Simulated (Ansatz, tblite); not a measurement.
Spin states of In₂Se₃ (the lowest singlet isomer of a short search), each relaxed with B3LYP-D4/def2-SVP in Ansatz. Electronic energies in the gas phase.

In the def2 sets In takes a core potential, while STO-3G treats all electrons; there is no spin–orbit coupling. The xTB rows come from tblite. Correlated methods freeze 35 core orbitals; core or outer-core shells of In, Se are correlated, in sets that lack core-valence functions. The structure comes from a short search, and lower isomers may exist.

Singlet geometry (Cs within 0.1 Å):

Cartesian coordinates in Å:
```
In 2.286 -0.185 -0.840
In -0.873 -0.187 2.062
Se -0.237 -1.759 -0.480
Se -1.430 0.311 -0.788
Se 0.253 1.820 0.046
```

Triplet geometry (Cs within 0.1 Å):

```xyz
5

In    2.0139   -0.0332    0.6704
In   -1.4458   -1.2564   -0.9133
Se    0.4355    0.8665   -1.6448
Se   -0.6900    1.6400    0.2663
Se   -0.3136   -1.2168    1.6214
```

Quintet geometry (C2v within 0.1 Å):

```
atom   x (Å)   y (Å)   z (Å)
 In1   1.705  -1.257  -1.252
 In2   0.238   1.714   1.750
 Se3   0.110  -1.107   1.150
 Se4  -2.200  -0.517  -0.564
 Se5   0.147   1.168  -1.083
```

⟨S²⟩: triplet 2.02 at PBE0-D4/def2-TZVP (pure 2.00), quintet 6.02 at PBE0-D4/def2-TZVP (pure 6.00).

Only these spin states were relaxed. The triplet has other bonds than the singlet, so the gap mixes isomer and spin. The quintet has other bonds than the singlet, so the gap mixes isomer and spin.

(1) Estimate which spin state lies lowest at each of these levels, and by how much: GFN2-xTB; HF/STO-3G; HF/def2-TZVP; PBE-D4/def2-TZVP; r2SCAN-D4/def2-TZVP; PBE0-D4/def2-TZVP; PBE-QIDH/def2-TZVP; MP2/def2-TZVP.

Results:

(1) 
```csv
level,triplet − singlet (kJ/mol),quintet − singlet (kJ/mol),lowest of these
GFN2-xTB,110.1,316.2,singlet
HF/STO-3G,66.7,289.7,singlet
HF/def2-TZVP,91.9,210.7,singlet
PBE-D4/def2-TZVP,81.6,268.8,singlet
r2SCAN-D4/def2-TZVP,74.8,267.8,singlet
PBE0-D4/def2-TZVP,92.7,287.0,singlet
PBE-QIDH/def2-TZVP,104.9,309.6,singlet
MP2/def2-TZVP,140.9,344.1,singlet
```

Change of the quintet − singlet gap on mixing in exact exchange, in kJ/mol: PBE to PBE0 (25 % exact exchange) 18.2. The xTB methods have no spin-polarisation term.
